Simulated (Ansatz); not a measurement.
## Energy profile

The step: AlCl₂F ([F][Al]([Cl])[Cl]) + H₂ → AlHCl₂ ([Cl][AlH][Cl]) + HF (still joined by a long Al–F bond); bonds formed: Al1–H6, F2–H5; bonds broken: H5–H6; bonds weakened to dative contacts: Al1–F2 (atoms numbered as in the saddle structure below).

```
6
angstrom
Al 0.2773 -0.3501 0.1007
F -1.3979 0.5289 -0.0501
Cl 0.4029 -1.8976 -1.2797
Cl 0.7552 -0.6459 2.1008
H -0.6365 1.1870 -0.3732
H 0.5990 1.1776 -0.4984
```

Electronic energies by CCSD(T) at an estimated basis limit (MP2 extrapolated from triple and quadruple zeta, plus CCSD(T) − MP2 in triple zeta), on PBE0-D4/def2-TZVP structures; AlH₂Cl₂F, closed shell; no counterpoise correction. Ansatz 0.2.0; basis: def2-TZVPP and def2-QZVPP; cores frozen in the correlated methods. Extrapolation: Hartree–Fock as exp(−7.88 √X), correlation as X^−2.97.

Question: Give the profile in eV, counted from the separated reactants. (Judge from chemistry; the value comes from the calculation.)

Answer: The calculation gives:
```json
{"point": "separated: AlCl₂F (linked as [F][Al]([Cl])[Cl]; Al1, F2, Cl3, Cl4; singlet) + H₂ (H5, H6; singlet)", "eV": "0.000"}
{"point": "start structure", "eV": "-0.139"}
{"point": "saddle", "eV": "1.392"}
{"point": "end structure", "eV": "1.137"}
{"point": "separated: AlHCl₂ (linked as [Cl][AlH][Cl]; Al1, Cl3, Cl4, H6; singlet) + HF (F2, H5; singlet)", "eV": "1.594"}
```

The T1 diagnostic stays at or below 0.010.

For scale, one of the runs: CCSD(T)/def2-TZVPP, 185 basis functions (an equivalent command: `ansatz run in.yaml --threads 2`). Time: 19 s of wall clock on 2 CPU threads; the host was shared. Peak host memory: 1.8 GiB.
